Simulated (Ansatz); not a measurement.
Reactions of CH$_{9}$NO$_{2}$Si$_{2}$ (`CO[Si](N)(O)[SiH3]`).

Program: Ansatz. Geometries: PBE0-D4/def2-TZVP. ΔE: electronic, gas phase. CCSD(T)/CBS adds triple-zeta CCSD(T) − MP2 to the extrapolated MP2 energy (def2 sets, frozen cores). This one scheme is used for every species. DFT in def2-TZVPP. Elements past krypton have def2 core potentials. For Ge, Sn, Zn outer-core shells are correlated without core-valence functions, which leaves a few kJ/mol of doubt a bond. Scalar relativity is left out up to krypton. Each species was taken in one conformer, which may not be the lowest.

| reaction | PBE-D4 (kcal/mol) | CCSD(T)/CBS(def2) (kcal/mol) |
| --- | --- | --- |
| `CO[Si](N)(O)[SiH3]` + `[OH][GeH]([OH])[OH]` → `[OH][GeH]([OH])[O][SiH3]` + `CO[SiH](N)O` | -18.5 | -25.8 |
| `CO[Si](N)(O)[SiH3]` + CH₃OH → `CO[SiH3]` + `CO[SiH](N)O` | -16.1 | -22.4 |
| `CO[Si](N)(O)[SiH3]` + `CNB(C)C` → `CO[Si](C)(N)O` + `CNB(C)[SiH3]` | 1.3 | 0.0 |
| `CO[Si](N)(O)[SiH3]` + `C[O][Zn][OH]` → `C[O][Zn][O][SiH3]` + `CO[SiH](N)O` | -19.2 | -27.4 |
| `CO[Si](N)(O)[SiH3]` + `[NH2][Sn][OH]` → `[NH2][Sn][O][SiH3]` + `CO[SiH](N)O` | -20.8 | -28.2 |
| `CO[Si](N)(O)[SiH3]` + `COB(O)O` → `COB(O)O[SiH3]` + `CO[SiH](N)O` | -13.2 | -20.0 |

Largest T1 diagnostic: 0.017, for `C[O][Zn][OH]`.
